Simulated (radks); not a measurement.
The numbers below are computed, except where a source is named.
The nuclear charge of the tungsten ion W2+ is varied continuously with 72 electrons held in [Xe] 4f14 5d4. Code: a radial shooting solver on a logarithmic mesh with Libxc functionals. Model: Dirac Kohn-Sham, PBEsol, spin-unpolarised, spherical densities, finite nucleus; open shells are shared between the two j in proportion to 2j + 1; Fermi nuclear charge, rms radius 5.3658 fm. By the Hellmann-Feynman theorem dE/dZ = E(electron-nucleus)/Z, the electronic potential at the nucleus (averaged over a nucleus of fixed radius).

Z	E (hartree)	E(electron-nucleus)/Z (hartree)	HOMO	e(HOMO) (eV)	<r> HOMO (bohr)
73.5	-15886.6879	-539.095	5d5/2	-13.878	2.040
73.75	-16021.8173	-541.941	5d5/2	-16.645	1.964
74	-16157.6585	-544.789	5d5/2	-19.566	1.898
74.25	-16294.2122	-547.641	5d5/2	-22.632	1.839
74.5	-16431.4795	-550.498	5d5/2	-25.834	1.786
74.75	-16569.4615	-553.358	5d5/2	-29.166	1.739
75	-16708.1591	-556.224	5d5/2	-32.621	1.695

The central difference of E at Z = 74 is -544.790 hartree, to compare with the third column; the second derivative is -11.4 hartree.
